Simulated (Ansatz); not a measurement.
CH5NZn, singlet, geometry from GFN2-xTB (such geometries of metal compounds can be far from the true shape); PBE/def2-TZVPPD in Ansatz (an electronic-structure program).

The Ansatz input:
Ansatz 0.2 input:
```yaml
crystal:
  periodic: [false, false, false]
  atoms:
    - {symbol: Zn, position_ang: [-0.09671774, -0.06610463, 0.00359211]}
    - {symbol: C, position_ang: [-0.24914787, 1.56576556, -1.15902848]}
    - {symbol: H, position_ang: [-1.03339963, 2.23602393, -0.82526372]}
    - {symbol: H, position_ang: [-0.45480487, 1.31512014, -2.19371592]}
    - {symbol: H, position_ang: [0.68653933, 2.11499996, -1.13301978]}
    - {symbol: N, position_ang: [0.59621240, -1.33828322, 1.15268583]}
    - {symbol: H, position_ang: [0.77909270, -2.27944267, 0.83380091]}
    - {symbol: H, position_ang: [0.24550505, -1.43017318, 2.09580539]}
basis:
  gaussian:
    orbitals: def2-TZVPPD.json
hamiltonian:
  xc: pbe
```
The basis file holds def2-TZVPPD in the JSON format of the Basis Set Exchange.

It wrote (shortened):

```
Functional definition: PBE
1155 factors; their error is unknown
mean field evaluation 1: about -50995.1639 eV, gradient 1.2e2 eV
mean field evaluation 2: about -50909.4843 eV, gradient 2.3e2 eV
mean field evaluation 4: about -51016.8888 eV, gradient 3.1e1 eV
mean field evaluation 8: about -51019.0741 eV, gradient 1.8e-1 eV
mean field evaluation 16: about -51019.0286 eV, gradient 2.1e-4 eV
mean field -51019.02861750 eV, -1874.9147197535 hartree, gradient 1.6e-5 eV, S^2 0.000000; 0 other end points of the search recorded, 0 dependent functions left out
reference -51019.02867908 eV, -1874.9147220166 hartree; 24, 24 occupied and 202, 202 virtual orbitals, 1155 factors
Total energy: -51019.02867908 eV, -1874.9147220166 hartree
```
